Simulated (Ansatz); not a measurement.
`C[O][GaH][CH3]`, charge 0, multiplicity 1.

Task: Give a relaxed structure at PBE0-D4/def2-TZVP (Ansatz 0.2.0). (An estimate is asked.)

Result: Ansatz gave: 
Cartesian coordinates in Å:
```
C -0.991 0.785 1.340
O -1.242 -0.463 0.758
Ga -0.249 -1.185 -0.544
C 1.289 -0.151 -1.188
H -0.824 0.672 2.418
H -1.855 1.446 1.205
H -0.113 1.295 0.919
H -0.786 -2.582 -0.981
H 0.959 0.807 -1.596
H 1.833 -0.689 -1.965
H 1.977 0.062 -0.366
```
Point group Cs.
This is one stationary point; other conformers may exist.
